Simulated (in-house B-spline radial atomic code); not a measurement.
A fraction x of an electron is removed from 4d in Sn IV (Sn3+), starting from [Kr] 4d10 5s1 and keeping the highest spin. Method: scalar-relativistic (X2C) PBEsol, spin-polarised, spherical fractional occupations, Fermi nucleus of rms radius 4.6519 fm. Calculated with an all-electron radial atomic-structure program (B-spline basis).

| x | E(x) - E(0) (eV) | 4d down level (eV) |
| --- | --- | --- |
| 0 | 0.0000 | -54.857 |
| 0.06 | 3.3221 | -55.879 |
| 0.25 | ? | ? |
| 0.36 | 20.8583 | -61.047 |
| 0.44 | ? | ? |
| 0.5 | 29.5759 | -63.494 |
| 0.52 | 30.8493 | -63.845 |
| 0.69 | 41.9579 | -66.849 |
| 0.77 | 47.3628 | -68.273 |
| 0.91 | 57.0964 | -70.782 |
| 1 | 63.5398 | -72.406 |

Question: What belongs in the row x = 0.25?

Answer: An energy change of 14.2482 eV; 4d down at -59.140 eV.

Question: What belongs in the row x = 0.44?

Answer: An energy change of 25.7979 eV; 4d down at -62.443 eV.

Question: Check Janak's theorem between x = 0.5 and 0.52.

Answer: The slope of the energy is 63.67 eV; the orbital levels give 63.67 eV (-ε of the emptying orbital, averaged over the two points).
